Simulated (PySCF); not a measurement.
Nuclear quadrupole coupling in `COS(=O)(=O)c1ccccc1`

C₇H₈O₃S.
Z-matrix (Å and degrees, PBE0-D3(BJ)/def2-SVP geometry), rows numbered from 1:
```
C 
O   1  1.4238
S   2  1.6278  1  114.68
O   3  1.4524  2  108.10  1   -63.57
O   3  1.4523  2  108.38  1    68.43
C   3  1.7630  2   97.67  1  -177.52
C   6  1.3927  3  118.78  2   -92.08
C   7  1.3922  6  118.54  3  -179.99
C   8  1.3952  7  120.01  6     0.08
C   9  1.3956  8  120.59  7     0.25
C  10  1.3919  9  120.06  8    -0.15
H   1  1.1007  2  110.74  3   -61.64
H   1  1.1009  2  110.65  3    60.42
H   1  1.0966  2  105.99  3   179.35
H   7  1.0915  6  119.56  3    -0.74
H   8  1.0921  7  119.79  6   179.76
H   9  1.0925  8  119.70  7   179.89
H  10  1.0922  9  120.15  8   179.51
H  11  1.0916  6  119.67  3     0.72
```

Field gradients from the PBE0/pcSseg-1 density (PySCF, non-relativistic), principal values in atomic units, ordered |Vxx| ≤ |Vyy| ≤ |Vzz|:

```csv
atom,Vxx,Vyy,Vzz
O2,-0.0025,-1.8748,1.8773
S3,-0.4137,-0.4485,0.8622
O4,-0.6257,-0.7875,1.4132
O5,-0.6217,-0.7887,1.4104
```

**Question.** Find the asymmetry η = (Vxx − Vyy)/Vzz and the couplings χ = eQV/h (234.96 MHz × Q in barn × V in au), with Q(17O) = −0.0256 b, Q(33S) = −0.0678 b.

**Answer.** 
```csv
atom,environment,nucleus,η,χzz (MHz),χxx (MHz),χyy (MHz)
O2,oxygen bonded to C and S,17O,1.00,-11.29,0.02,11.28
S3,sulfonyl sulfur,33S,0.04,-13.74,6.59,7.15
O4,sulfonyl oxygen,17O,0.11,-8.50,3.76,4.74
O5,sulfonyl oxygen,17O,0.12,-8.48,3.74,4.74
```

The gradient is axial or nearly so (η below 0.05) at S3. At O2 η is above 0.9: Vyy and Vzz are nearly equal in size and opposite in sign, so a small change could swap them and flip the sign of χzz. 

**Question.** What is Vzz at S3 in SI units (1 au = 9.71736 × 10²¹ V/m²)?

**Answer.** 0.8622 au = 8.378 × 10²¹ V/m².

**Question.** And the gradient at the other heavy atoms, for which no coupling is worked out here?

**Answer.** 
| atom | environment | Vzz (au) | η |
| --- | --- | --- | --- |
| C1 | methoxy carbon | 0.494 | 0.02 |
| C6 | substituted aromatic carbon | -0.254 | 0.10 |
| C7 | aromatic CH carbon | 0.355 | 0.18 |
| C8 | aromatic CH carbon | 0.317 | 0.11 |
| C9 | aromatic CH carbon | 0.360 | 0.12 |
| C10 | aromatic CH carbon | 0.317 | 0.11 |
| C11 | aromatic CH carbon | 0.353 | 0.18 |

**Question.** What couplings would deuterons (Q(2H) = 0.00286 b) have in place of the hydrogens, at this geometry?

**Answer.** 
```tsv
atom	bonded to	bond length (Å)	Vzz (au)	η	χzz (kHz)
H12	C1	1.101	0.2774	0.09	186
H13	C1	1.101	0.2767	0.09	186
H14	C1	1.097	0.2896	0.08	195
H15	C7	1.092	0.2969	0.06	200
H16	C8	1.092	0.3028	0.07	204
H17	C9	1.092	0.3020	0.06	203
H18	C10	1.092	0.3028	0.07	203
H19	C11	1.092	0.2971	0.06	200
```

One conformer (not necessarily the lowest) at the PBE0-D3(BJ)/def2-SVP geometry, without solvent, vibrations or thermal averaging. These gradients aren't converged with respect to the basis.

These values come from a run that also computed NMR shieldings. Hardware: an AMD EPYC 9R45 with 2 threads, on a shared host. Cost: 19 s wall, 50 s CPU (with the writing of density and orbital grids), 1.8 GiB resident at most.
